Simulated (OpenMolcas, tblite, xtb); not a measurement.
# CH5FOSi (SMILES C[SiH](O)F): methods side by side

CH5FOSi has 9 atoms, charge 0, and is taken as a singlet. As SMILES, `C[SiH](O)F`. Geometry: relaxed at PBE0-D4/def2-TZVP. This is one conformer, not always the lowest.

Quantity: the vertical energy of the triplet above the singlet, in eV. The values are calculated.

```
                                   level                   kind     program  value (eV)  less CCSD(T)/def2-SVP  CPU time (all runs)
                                GFN2-xTB         semi-empirical      tblite        7.40                  -1.25            under 2 s
                                GFN0-xTB         semi-empirical         xtb        6.34                  -2.31            under 2 s
                             HF/def2-SVP           Hartree–Fock  OpenMolcas        7.87                  -0.78                 25 s
                          SVWN5/def2-SVP                    LDA  OpenMolcas        7.68                  -0.97                 65 s
                         revPBE/def2-SVP                    GGA  OpenMolcas        7.69                  -0.96              1.8 min
                           TPSS/def2-SVP               meta-GGA  OpenMolcas        7.85                  -0.80              2.9 min
                          BHLYP/def2-SVP          global hybrid  OpenMolcas        8.41                  -0.24                100 s
CCSD(T)/def2-SVP, open shells restricted  coupled cluster or CI  OpenMolcas        8.65                   0.00              2.7 min
```

CCSD(T)/def2-SVP, open shells restricted is the highest level here, not the true value. The values span 6.34 to 8.65 eV. GFN0-xTB: no spin polarisation, so open shells miss the exchange term that lowers them. A triplet this far above the singlet is often a Rydberg-like or dissociative state; sets without diffuse functions put Rydberg states too high. Times are those of the runs behind each value, whatever else they computed, on shared processors of several kinds: orders of magnitude only.
